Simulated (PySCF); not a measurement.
AlCl3, SMILES [Cl][Al+]([Cl])[Cl] (connectivity only; charge and spin as stated), charge +1, multiplicity 2. Atoms are numbered in the order given.

```xyz
4

Al     0.0000     0.0000    -0.3213
Cl     0.0000     1.4021     1.2929
Cl     0.0000     0.0000    -2.3402
Cl     0.0000    -1.4021     1.2929
```
Charge +1, spin multiplicity 2.

Geometry: PBE0-D3(BJ)/def2-SVP.

The numbers are results of PySCF with IEF-PCM-B3LYP/def2-SVP, not measurements.

The values are the electrostatic part of the solvation free energy, E(continuum) − E(gas) at the gas-phase geometry, in a cavity of scaled van der Waals radii (PySCF's table); cavitation and dispersion terms are not included. A continuum can't describe solvent molecules that bind to the metal.

```tsv
solvent	ε	ΔG(elec) (kcal/mol)
water	78.36	-64.3
cyclohexanone	15.62	-60.6
chlorobenzene	5.70	[?]
```

Task: Complete the blanks. (An estimate is asked for; the answer gives what the named calculation found.)

Result: 
- chlorobenzene, ΔG(elec) (kcal/mol): -52.7
